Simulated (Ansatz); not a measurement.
The first iterations of a band of CH$_{6}$BF$_{2}$N (11 atoms, charge 0, multiplicity 1).

Computed with Ansatz, RHF/def2-SVP.

```
movable images  : 5
climbing image  : yes
spring          : 5.0 eV/Å²
optimiser       : quadratic models (default)
start path      : through a guess of the saddle point
force threshold : 0.05 eV/Å
iteration limit : 60
end points      : relaxed
```

First end point:

```xyz
11
Properties=species:S:1:pos:R:3
B 0.112 -0.198 0.095
H 0.427 0.679 0.876
F 1.105 -0.602 -0.759
F -1.091 -0.010 -0.536
N -0.176 -1.561 1.025
H -0.499 -2.266 0.379
C 0.974 -2.043 1.795
H 1.783 -2.263 1.106
H 1.297 -1.257 2.474
H 0.721 -2.935 2.367
H -0.957 -1.351 1.628
```

Last end point:

```xyz
11
Properties=species:S:1:pos:R:3
B 0.305 -0.843 -0.342
H -1.219 1.261 2.275
F 1.318 0.002 -0.288
F -0.642 -0.598 -1.228
N 0.230 -1.950 0.493
H -0.563 -2.550 0.398
C 1.196 -2.339 1.494
H 1.601 -3.334 1.295
H 2.023 -1.634 1.495
H 0.757 -2.346 2.494
H -1.309 0.524 2.364
```

| iteration | highest image above the first end (eV) | largest band force component (eV/Å) |
| --- | --- | --- |
| 1 | 6.753 | 9.889 |
| 2 | 4.322 | 4.785 |
| 3 | 3.233 | 4.512 |
| 4 | 2.861 | 2.164 |
| 5 | 2.359 | 1.021 |
| 6 | 1.459 | 1.809 |
| 7 | 1.046 | 1.805 |
| 8 | 0.796 | 0.928 |
| 9 | 0.828 | 1.146 |

Q: Does the band converge within its limit, and where does its top end?

A: It converged. It ended after 29 iterations with the highest image 2.353 eV above the first end. The profile has 2 maxima (images 1, 4) with wells between them (image 2): this band takes more than one step, which may be the mechanism or a detour left from its start path. Neighbouring images differ by up to 2.5 eV, so the band resolves the path poorly. A vibrational analysis at the climbing image gives one clearly imaginary mode, 1907i cm⁻¹: a first-order saddle point. The orbitals stay closed-shell, which can raise the energy where a bond breaks towards radicals; this wasn't checked here.

Run time: 2.4 min on 2 threads of Arm Neoverse V2 (shared host), peak memory 0.19 GiB.
